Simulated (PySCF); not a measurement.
C2H6GeO.
SMILES with atom numbers: `[CH2:1]=[CH:2][O:3][GeH3:4]` (hydrogens: H5, H6 on C1; H7 on C2; H8, H9, H10 on Ge4)

Computed by this run: PBE0-D3(BJ)/def2-SVP geometry optimisation, gas phase in PySCF 2.14.0; density fitting, grid level 1; the optimiser is geomeTRIC in internal coordinates, started from a GFN2-xTB structure with every atom displaced at random (about 0.01 Å).

Step 3: E = -60714.3517 eV
```
atom  x, y, z in Å  |  force x, y, z in eV/Å
C1      1.4544   -0.5780   -0.0166    0.296   0.122  -0.167
C2      1.0010    0.5116   -0.6489   -0.347  -0.340   0.333
O3     -0.2643    0.9580   -0.6080    0.258   0.362  -0.339
Ge4    -1.5422    0.1383    0.3443   -0.130   0.032   0.069
H5      2.5041   -0.8378   -0.1233    0.148  -0.127   0.042
H6      0.8294   -1.2270    0.6040    0.012   0.049  -0.030
H7      1.6585    1.1364   -1.2667   -0.081   0.014   0.019
H8     -1.7151   -1.2819   -0.2026   -0.039  -0.105  -0.004
H9     -1.1149    0.1355    1.8181   -0.020  -0.023   0.063
H10    -2.7548    1.0265    0.0799   -0.096   0.017   0.016
```

Step 4: E = -60714.3611 eV
```
atom  x, y, z in Å  |  force x, y, z in eV/Å
C1      1.4691   -0.5815   -0.0184    0.174   0.115  -0.128
C2      0.9987    0.5051   -0.6437   -0.248  -0.240   0.236
O3     -0.2657    0.9554   -0.6057    0.262   0.244  -0.259
Ge4    -1.5518    0.1426    0.3441   -0.109   0.025   0.062
H5      2.5210   -0.8325   -0.1319    0.118  -0.096   0.028
H6      0.8545   -1.2379    0.6045   -0.001   0.037  -0.018
H7      1.6512    1.1336   -1.2627   -0.059   0.018   0.009
H8     -1.7305   -1.2782   -0.2010   -0.034  -0.096  -0.003
H9     -1.1302    0.1391    1.8198   -0.016  -0.022   0.057
H10    -2.7603    1.0357    0.0752   -0.087   0.014   0.015
```

**Question.** Estimate the geometry and energy of step 5. (The exact step hangs on the optimiser's Hessian estimate; all steps are aligned on step 4, rigid shifts and turns removed.)

**Answer.** E = -60714.3684 eV, largest force 0.202 eV/Å
```
atom  x, y, z in Å  |  force x, y, z in eV/Å
C1      1.4956   -0.5794   -0.0265    0.005  -0.058   0.040
C2      1.0034    0.5015   -0.6428    0.066  -0.022  -0.001
O3     -0.2561    0.9603   -0.6122   -0.154  -0.084   0.100
Ge4    -1.5660    0.1478    0.3447    0.127   0.088  -0.107
H5      2.5475   -0.8537   -0.1279   -0.037   0.084  -0.046
H6      0.8751   -1.2285    0.5974   -0.012  -0.026   0.022
H7      1.6473    1.1371   -1.2638   -0.008   0.006  -0.005
H8     -1.7543   -1.2802   -0.1955    0.000   0.015   0.009
H9     -1.1536    0.1373    1.8262   -0.004   0.001  -0.008
H10    -2.7827    1.0392    0.0806    0.017  -0.004  -0.004
```

The energy changes by -0.0073 eV. The first-order estimate −F·Δx gives -0.0227 eV and the mean of the old and new forces, exact on a quadratic surface, -0.0075 eV. The step makes an angle of 62° with the force vector and moves no atom by more than 0.034 Å.

The cost below is that of the whole optimisation. The run took 30 s of wall time on one thread of an Arm Neoverse V1, shared host with 64 logical CPUs at a one-minute load of 46, and the process peaked at 0.42 GiB of memory.
